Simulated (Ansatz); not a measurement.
Conformers of `[OH][Zr]([F])([Cl])[SeH]`, each relaxed with PBE0-D4/def2-TZVP in Ansatz. CBS adds the triple-zeta coupled-cluster correction to the MP2 limit.

Elements past krypton have def2 core potentials. Outer-core shells of Se, Zr are correlated without core-valence functions. Scalar relativity is left out up to krypton. Spin–orbit coupling is left out.

Not all of them had a frequency check.

Conformer A:

```xyz
7

O     0.192    1.691    0.751
Zr    0.128    0.135   -0.311
F     1.824   -0.315   -1.024
Cl   -1.380    0.379   -2.095
Se   -0.654   -1.730    1.287
H     0.264    2.542    1.176
H    -0.374   -2.703    0.216
```

Conformer B:

Z-matrix (Å, degrees):
```
Zr
F 1 1.892
Cl 1 2.348 2 108.7
O 1 1.888 2 112.5 3 121.6
Se 1 2.583 2 107.8 3 -119.9
H 4 0.954 1 170.6 2 -55.9
H 5 1.472 1 88.2 2 -144.9
```

Q: Which is lowest in electronic energy at CCSD(T)/CBS (frozen core, def2 sets), and by how much? (Best estimate.)

A: Computed: A; B lies 2.2 kJ/mol higher.

Q: Give the energies relative to A (kJ/mol) with r2SCAN-D4/def2-TZVPP, B2PLYP/def2-TZVPP, CCSD/def2-TZVPP, CCSD(T)/def2-TZVPP, SCS-MP2/def2-QZVPP, MP2/CBS(def2), CCSD/CBS(def2). (Estimate.)

A: The calculation gave: 
```tsv
level	B
r2SCAN-D4/def2-TZVPP	2.1
B2PLYP/def2-TZVPP	2.3
CCSD/def2-TZVPP	2.2
CCSD(T)/def2-TZVPP	2.2
SCS-MP2/def2-QZVPP	2.4
MP2/CBS(def2)	2.4
CCSD/CBS(def2)	2.2
```
